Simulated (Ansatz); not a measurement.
Born–Oppenheimer molecular dynamics of AlH4NOSi (8 atoms, charge 0, multiplicity 1). It starts at the highest image of a converged band. Of that band: Neighbouring images differ by up to 1.7 eV, so the band resolves the path poorly. A vibrational analysis at the climbing image gives one clearly imaginary mode, 1336i cm⁻¹: a first-order saddle point.

Method: RKS LDA/STO-3G in Ansatz.

- ensemble: NVE (velocity Verlet)
- time step: 0.5 fs
- steps asked: 200
- starting velocities drawn for: 100 K
- seed: 5400

Frames 5 fs apart, positions in Å.

Velocities at 40.0 fs (Å/ps):

```
N -18.49 -6.85 -3.65
Al 9.97 4.35 6.95
O -1.94 -0.35 -0.91
Si 0.00 0.57 -2.66
H 57.97 -20.02 9.40
H -29.54 -10.92 -75.26
H 5.18 2.16 19.75
H -12.71 -2.70 -0.78
```

```xyz
8
Properties=species:S:1:pos:R:3 time_fs=40.0 energy_less_start_eV=-1.040 T=1443
N -0.536 0.845 -0.564
Al 1.070 1.311 1.107
O 1.373 -0.510 0.805
Si 0.140 -0.923 -0.139
H -0.131 0.945 -1.542
H -1.714 0.617 -0.637
H 0.410 -1.565 -1.414
H -1.143 -1.446 0.366
8
Properties=species:S:1:pos:R:3 time_fs=45.0 energy_less_start_eV=-1.173 T=1614
N -0.630 0.791 -0.581
Al 1.119 1.327 1.139
O 1.371 -0.498 0.810
Si 0.126 -0.915 -0.155
H -0.003 0.909 -1.455
H -1.507 0.674 -1.032
H 0.471 -1.621 -1.377
H -1.119 -1.505 0.378
8
Properties=species:S:1:pos:R:3 time_fs=50.0 energy_less_start_eV=-1.041 T=1442
N -0.676 0.717 -0.599
Al 1.165 1.327 1.167
O 1.377 -0.459 0.829
Si 0.091 -0.898 -0.175
H 0.057 1.071 -1.324
H -1.515 0.698 -1.448
H 0.557 -1.715 -1.364
H -0.978 -1.661 0.433
8
Properties=species:S:1:pos:R:3 time_fs=55.0 energy_less_start_eV=-1.020 T=1417
N -0.716 0.653 -0.657
Al 1.210 1.315 1.191
O 1.373 -0.398 0.845
Si 0.057 -0.885 -0.198
H 0.099 1.246 -1.068
H -1.348 0.585 -1.383
H 0.597 -1.705 -1.239
H -0.846 -1.836 0.526
8
Properties=species:S:1:pos:R:3 time_fs=60.0 energy_less_start_eV=-0.777 T=1101
N -0.728 0.595 -0.705
Al 1.255 1.298 1.216
O 1.348 -0.334 0.847
Si 0.035 -0.876 -0.203
H -0.010 1.384 -0.766
H -1.462 0.449 -1.571
H 0.666 -1.708 -1.263
H -0.724 -1.846 0.541
8
Properties=species:S:1:pos:R:3 time_fs=65.0 energy_less_start_eV=-1.048 T=1447
N -0.764 0.533 -0.761
Al 1.301 1.290 1.246
O 1.301 -0.293 0.828
Si 0.041 -0.870 -0.196
H -0.254 1.428 -0.660
H -1.315 0.531 -1.567
H 0.676 -1.641 -1.301
H -0.778 -1.819 0.562
8
Properties=species:S:1:pos:R:3 time_fs=70.0 energy_less_start_eV=-1.012 T=1404
N -0.802 0.478 -0.810
Al 1.349 1.301 1.281
O 1.241 -0.284 0.791
Si 0.065 -0.867 -0.182
H -0.526 1.510 -0.532
H -1.322 0.593 -1.767
H 0.616 -1.555 -1.304
H -0.897 -1.756 0.543
8
Properties=species:S:1:pos:R:3 time_fs=75.0 energy_less_start_eV=-0.967 T=1342
N -0.855 0.460 -0.868
Al 1.398 1.321 1.321
O 1.191 -0.286 0.762
Si 0.079 -0.869 -0.172
H -0.782 1.333 -0.420
H -1.206 0.493 -1.837
H 0.592 -1.611 -1.378
H -0.917 -1.668 0.478
8
Properties=species:S:1:pos:R:3 time_fs=80.0 energy_less_start_eV=-0.945 T=1317
N -0.894 0.425 -0.921
Al 1.449 1.339 1.361
O 1.179 -0.263 0.769
Si 0.067 -0.875 -0.194
H -1.110 1.335 -0.270
H -1.105 0.429 -1.921
H 0.541 -1.660 -1.304
H -0.920 -1.724 0.531
8
Properties=species:S:1:pos:R:3 time_fs=85.0 energy_less_start_eV=-1.205 T=1657
N -0.922 0.389 -0.943
Al 1.498 1.348 1.398
O 1.195 -0.216 0.802
Si 0.027 -0.881 -0.230
H -1.420 1.069 -0.487
H -1.017 0.514 -2.017
H 0.548 -1.747 -1.279
H -0.801 -1.776 0.610
8
Properties=species:S:1:pos:R:3 time_fs=90.0 energy_less_start_eV=-0.875 T=1231
N -0.938 0.337 -0.988
Al 1.547 1.354 1.433
O 1.208 -0.169 0.830
Si -0.014 -0.883 -0.257
H -1.828 0.913 -0.557
H -0.902 0.557 -1.949
H 0.579 -1.768 -1.306
H -0.669 -1.774 0.666
8
Properties=species:S:1:pos:R:3 time_fs=95.0 energy_less_start_eV=-0.975 T=1353
N -0.987 0.306 -1.023
Al 1.595 1.360 1.468
O 1.198 -0.138 0.829
Si -0.033 -0.881 -0.267
H -1.912 0.468 -0.701
H -0.735 0.592 -2.044
H 0.584 -1.644 -1.291
H -0.699 -1.783 0.708
```

Of the whole run (100 fs, mean temperature of the second half 1401 K): The conserved energy stayed within 0.88 meV per atom of its start (net change -0.41 meV per atom), so the integration is sound. The system heated up, since it started high on the potential surface and ran downhill. A run of 0.1 ps of so small a system gives no equilibrium averages. The orbitals stay closed-shell, which can raise the energy where a bond breaks towards radicals; this wasn't checked here. Limits of this set-up: minimal basis.

The run took 3.1 min on 1 CPU thread of a shared host.
